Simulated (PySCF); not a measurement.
This PySCF input asks for the NMR shieldings of SMILES C=C1C=CB(N)NC1, C$_{5}$H$_{9}$BN$_{2}$; the geometry comes from GFN2-xTB.

```python
import basis_set_exchange as bse
import numpy as np
from pyscf import gto, dft
from pyscf.prop import nmr

atoms = """
C    -2.695887    0.427401    0.262259
C    -1.372031    0.270369    0.336373
C    -0.479761    1.403148    0.183006
C     0.850302    1.279005    0.113976
B     1.505583   -0.132471    0.173737
N     2.889496   -0.328887    0.017274
N     0.629793   -1.209847    0.371792
C    -0.789420   -1.096156    0.614428
H    -3.377595   -0.400438    0.363968
H    -3.139015    1.394747    0.099600
H    -0.969452    2.368057    0.106003
H     1.444950    2.176161   -0.008586
H     3.332063   -1.230128    0.032762
H     3.530407    0.424356   -0.150067
H     0.963423   -2.158308    0.445406
H    -1.327121   -1.837282    0.006208
H    -1.002734   -1.337697    1.671412
"""
names = dict.fromkeys(["C", "B", "N", "H"], "pcSseg-1")
basis = {el: gto.basis.parse(bse.get_basis(n, elements=[el], fmt="nwchem")) for el, n in names.items()}
mol = gto.M(atom=atoms, basis=basis, charge=0, verbose=0)
mf = dft.RKS(mol, xc="PBE0")
mf.grids.level = 2
mf.grids.alignment = dft.numint.BLKSIZE   # the property module wants whole blocks of grid points
mf.conv_tol = 1e-9
mf.kernel()

calc = nmr.RKS(mf)   # GIAO
C = mf.mo_coeff
Co = C[:, mf.mo_occ > 0]
resp = mf.gen_response(singlet=True, hermi=2)
def vind(x):   # induced exchange potential for any number of trial vectors
    d = np.einsum("pi,xij,qj->xpq", C, 2 * x.reshape(-1, C.shape[1], Co.shape[1]), Co, optimize=True)
    return np.einsum("xpq,pi,qj->xij", resp(d - d.transpose(0, 2, 1)), C, Co, optimize=True).ravel()
mo1, _ = nmr.rhf.solve_mo1(calc, with_cphf=vind)
sigma = calc.kernel(mo1)
for i, s in enumerate(sigma):   # ppm
    w = np.linalg.eigvalsh((s + s.T) / 2)
    print("%2d %-2s iso %8.1f  s11 %8.1f  s22 %8.1f  s33 %8.1f" % (i, mol.atom_pure_symbol(i), w.mean(), *w))
```

Q: What are the results?

A: 
```
 0 C  iso     69.0  s11    -31.4  s22     85.8  s33    152.6
 1 C  iso     34.0  s11    -84.2  s22     26.4  s33    159.8
 2 C  iso     35.9  s11    -80.5  s22     46.1  s33    142.0
 3 C  iso     50.9  s11    -64.7  s22     44.1  s33    173.2
 4 B  iso     79.9  s11     49.8  s22     72.5  s33    117.3
 5 N  iso    207.0  s11    165.0  s22    207.5  s33    248.6
 6 N  iso    195.3  s11    146.6  s22    200.6  s33    238.7
 7 C  iso    137.6  s11    124.3  s22    128.7  s33    159.7
 8 H  iso     26.6  s11     23.9  s22     25.2  s33     30.6
 9 H  iso     26.5  s11     23.5  s22     25.5  s33     30.4
10 H  iso     24.7  s11     22.8  s22     23.3  s33     28.1
11 H  iso     25.8  s11     23.4  s22     25.3  s33     28.7
12 H  iso     29.8  s11     23.5  s22     27.4  s33     38.4
13 H  iso     29.5  s11     23.3  s22     26.8  s33     38.5
14 H  iso     29.8  s11     21.6  s22     30.2  s33     37.5
15 H  iso     27.4  s11     22.1  s22     27.5  s33     32.4
16 H  iso     27.1  s11     21.3  s22     27.4  s33     32.6
```

These numbers come from an equivalent density-fitted implementation of the same equations, which agrees with the script to about 0.01 ppm for H and up to a few tenths of a ppm for heavy atoms, so last digits may differ.

Size and cost of the density-fitted run: 181 basis functions, 49 s wall time on 1 thread of an Arm Neoverse N1, shared host; peak memory 0.82 GiB.
